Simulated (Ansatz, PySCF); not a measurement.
CH₈O₂Si₂, SMILES [Si](O)(C)([SiH3])O. Atoms are numbered in the order given.

```xyz
13

Si     1.7039     0.9305    -0.0015
Si    -0.3325    -0.2277     0.0331
C     -1.7303     0.8023    -0.6712
O     -0.2337    -1.6720    -0.8065
O     -0.5772    -0.6261     1.6287
H      2.0426     1.3163    -1.4103
H      2.8165     0.0856     0.5309
H      1.6260     2.1895     0.8050
H     -1.8653     1.7220    -0.0807
H     -2.6821     0.2461    -0.6555
H     -1.5259     1.1012    -1.7123
H     -0.5220    -1.6631    -1.7231
H     -1.1831    -1.3572     1.7879
```
Charge 0, spin multiplicity 1.

Geometry: PBE0-D3(BJ)/def2-SVP. The structure was generated by enumeration, and PubChem lists no compound with its InChIKey, so it may never have been made. Other conformers were not sampled.

Two levels are set side by side: PBE-D3(BJ)/def2-SVP (Ansatz, a program for electronic structure) and PBE0-D3(BJ)/def2-SVP (Ansatz). Each level has its own optimised geometry; the coordinates shown are those of the second. Frequencies come from the Hessian of PySCF at each geometry. Differences are taken from unrounded values.

| quantity | PBE0-D3(BJ) |
|---|---|
| mean bond length (Å) | 1.440 |
| bond Si1–Si2 (Å) | 2.343 |
| bond Si2–C3 (Å) | 1.874 |
| bond Si2–O4 (Å) | 1.673 |
| bond Si2–O5 (Å) | 1.663 |
| bond Si1–H6 (Å) | 1.500 |
| bond Si1–H7 (Å) | 1.495 |
| bond Si1–H8 (Å) | 1.497 |
| bond C3–H9 (Å) | 1.101 |
| bond C3–H10 (Å) | 1.103 |
| bond C3–H11 (Å) | 1.102 |
| bond O4–H12 (Å) | 0.961 |
| bond O5–H13 (Å) | 0.963 |
| highest harmonic wavenumber (cm⁻¹) | 3941 |
| mean harmonic wavenumber (cm⁻¹) | 1194 |
| zero-point energy (kcal/mol) | 56.32 |

What does PBE-D3(BJ) give, and how far is it from PBE0-D3(BJ)? (An estimate is asked for; the answer gives what the named calculation found.)


```
quantity                            PBE-D3(BJ)  PBE-D3(BJ) minus PBE0-D3(BJ)
----------------------------------  ----------  ----------------------------
mean bond length (Å)                     1.451                         0.011
bond Si1–Si2 (Å)                         2.351                         0.008
bond Si2–C3 (Å)                          1.887                         0.014
bond Si2–O4 (Å)                          1.691                         0.018
bond Si2–O5 (Å)                          1.680                         0.017
bond Si1–H6 (Å)                          1.509                         0.010
bond Si1–H7 (Å)                          1.505                         0.010
bond Si1–H8 (Å)                          1.507                         0.010
bond C3–H9 (Å)                           1.109                         0.008
bond C3–H10 (Å)                          1.111                         0.008
bond C3–H11 (Å)                          1.110                         0.008
bond O4–H12 (Å)                          0.972                         0.012
bond O5–H13 (Å)                          0.974                         0.012
highest harmonic wavenumber (cm⁻¹)        3768                          -173
mean harmonic wavenumber (cm⁻¹)           1155                           -39
zero-point energy (kcal/mol)             54.47                         -1.85
```

Exact exchange shortens and stiffens bonds; PBE has none. Differences between two approximate levels are no errors against the true value.
